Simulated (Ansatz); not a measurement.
**Question.** Name a neutral molecule of C, Cl, O, Si and H with HOMO–LUMO gap (PBE0/def2-TZVPP) between 5.90 and 6.20 eV and HOMO energy (PBE0/def2-TZVPP) between -7.10 and -6.80 eV (Ansatz, PBE0-D4/def2-TZVP geometry).

**Answer.** `ClC1=CO[SiH2]1` (6.19 eV, -6.81 eV); `C=C=C(Cl)O[SiH3]` (6.01 eV, -6.86 eV); `ClC[SiH]1O[SiH2]1` (5.98 eV, -6.98 eV). Other molecules can fit too; these were computed, each in one conformer that needn't be the lowest.
